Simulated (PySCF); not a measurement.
r2SCAN on Te (tellurium, neutral)

Configuration: [Kr] 4d10 5s1 5p5, high-spin 3P determinant (an excited configuration). All numbers are calculated (PySCF 2.14, no relativity, point nucleus, in dyall-av2z (22s16p12d, 130 functions)).

```json
{"Total energy": "-6614.05 hartree", "One-electron energy": "-9094.33 hartree", "Hartree (Coulomb) energy": "2651.63 hartree", "Exchange-correlation energy": "-171.34 hartree", "Kinetic energy": "6611.48135 hartree", "⟨S²⟩": "2.0105", "⟨L²⟩": "2.010", "Sum of ⟨r⟩": "38.19 bohr", "Sum of ⟨r²⟩": "65.07 bohr²", "Traceless quadrupole moment −½Σ⟨3z² − r²⟩ along its main axis": "3.39 e·bohr²", "Density at the nucleus (Gaussians lack the cusp)": "98700 bohr⁻³", "Spin density at the nucleus": "23.1 bohr⁻³", "Langevin diamagnetic susceptibility": "-51.5 ×10⁻⁶ cm³/mol", "Time after the integrals": "roughly 7 core-seconds"}
```

```
shell  electrons  mean orbital energy (eV)  spread (eV)  rms radius, mean of both spins (bohr)
 1s α          1                  -30450.9            0                                 0.0338
 1s β          1                  -30450.8            0                                 0.0338
 2s α          1                   -4574.3            0                                  0.137
 2s β          1                   -4574.2            0                                  0.137
 2p α          3                   -4288.9        0.084                                  0.118
 2p β          3                   -4288.8        0.035                                  0.118
 3s α          1                   -915.13            0                                  0.358
 3s β          1                   -915.06            0                                  0.358
 3p α          3                   -795.51        0.204                                  0.351
 3p β          3                   -795.43        0.158                                  0.351
 3d α          5                   -574.26        0.181                                  0.323
 3d β          5                   -574.18        0.135                                  0.323
 4s α          1                   -157.61            0                                  0.845
 4s β          1                   -157.40            0                                  0.845
 4p α          3                   -116.09        0.502                                  0.890
 4p β          3                   -115.88        0.389                                  0.890
 4d α          5                   -46.125        0.562                                   1.04
 4d β          5                   -45.770        0.389                                   1.04
 5s α          1                   -16.112            0                                   2.30
 5p α          3                    -7.527        1.153                                   2.85
 5p β          2                    -5.903            0                                   2.85
```

A non-relativistic calculation at this Z misses sizeable relativistic shifts.
